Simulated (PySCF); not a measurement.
# Optical rotation: SMILES CC=C=C=C=C(C)SC, C₈H₁₀S

Molfile (atoms numbered from 1):
```
C8H10S
     RDKit          3D

 19 18  0  0  0  0  0  0  0  0999 V2000
    3.5353   -1.1591   -1.1440 C   0  0  0  0  0  0  0  0  0  0  0  0
    2.8450   -0.1664   -0.2606 C   0  0  0  0  0  0  0  0  0  0  0  0
    1.5733    0.1754   -0.3424 C   0  0  0  0  0  0  0  0  0  0  0  0
    0.3340    0.5008   -0.4311 C   0  0  0  0  0  0  0  0  0  0  0  0
   -0.9011    0.8321   -0.5164 C   0  0  0  0  0  0  0  0  0  0  0  0
   -2.1769    1.1729   -0.6053 C   0  0  0  0  0  0  0  0  0  0  0  0
   -2.6801    2.2990   -1.4632 C   0  0  0  0  0  0  0  0  0  0  0  0
   -3.4582    0.3364    0.2725 S   0  0  0  0  0  0  0  0  0  0  0  0
   -2.5355   -0.9218    1.1661 C   0  0  0  0  0  0  0  0  0  0  0  0
    3.9526   -1.9873   -0.5469 H   0  0  0  0  0  0  0  0  0  0  0  0
    4.3834   -0.6889   -1.6692 H   0  0  0  0  0  0  0  0  0  0  0  0
    2.8500   -1.5786   -1.8926 H   0  0  0  0  0  0  0  0  0  0  0  0
    3.4581    0.3111    0.5177 H   0  0  0  0  0  0  0  0  0  0  0  0
   -3.3678    1.9183   -2.2354 H   0  0  0  0  0  0  0  0  0  0  0  0
   -3.2356    3.0306   -0.8549 H   0  0  0  0  0  0  0  0  0  0  0  0
   -1.8441    2.8108   -1.9563 H   0  0  0  0  0  0  0  0  0  0  0  0
   -2.0206   -1.5991    0.4702 H   0  0  0  0  0  0  0  0  0  0  0  0
   -3.2729   -1.4866    1.7524 H   0  0  0  0  0  0  0  0  0  0  0  0
   -1.8007   -0.4623    1.8423 H   0  0  0  0  0  0  0  0  0  0  0  0
  1  2  1  0
  2  3  2  0
  3  4  2  0
  4  5  2  0
  5  6  2  0
  6  7  1  0
  6  8  1  0
  8  9  1  0
  1 10  1  0
  1 11  1  0
  1 12  1  0
  2 13  1  0
  7 14  1  0
  7 15  1  0
  7 16  1  0
  9 17  1  0
  9 18  1  0
  9 19  1  0
M  END
```

Method: PySCF, TDDFT CAM-B3LYP/aug-cc-pVDZ circular dichroism and optical rotation, one conformer, gas phase. Geometry: PBE0-D3(BJ)/def2-SVP.

No stereocentre is labelled: unless the shape is locked (an allene, a helicene, a hindered biaryl), the mirror image is equally populated and a measured rotation or CD is zero. Singlets 8 and 9 lie within 0.01 eV of each other, so their separate moments and overlaps can depend on how they mix.

(1) What is the specific rotation at 633, 589.3, 546, 436 nm?

## Answers

(1) [α] in deg dm⁻¹ (g/mL)⁻¹:
```tsv
λ (nm)	origin-invariant length gauge	modified velocity gauge	length gauge (centre of mass)	isotropic polarisability (au)
633	+317.9	+320.4	+309.6	167.2
589.3	+379.7	+382.6	+369.6	169.3
546	+462.1	+465.4	+449.6	172.1
436	+867.8	+872.4	+842.4	184.9
```

The shortest wavelength is close to the first absorption, where this undamped response comes out too large.

Q: And for the mirror image at 589.3 nm?

A: -379.7 deg dm⁻¹ (g/mL)⁻¹ (origin-invariant length gauge): the same size and the opposite sign.

Q: What is the molar rotation [Φ] = [α]·M/100 of the geometry above at 589.3 nm?

A: With M = 138.23 g/mol, +524.9 deg cm² dmol⁻¹ (origin-invariant length gauge).

The first excitation lies at 3.23 eV (384 nm) with R = -0.1 × 10⁻⁴⁰ esu² cm² (velocity form).
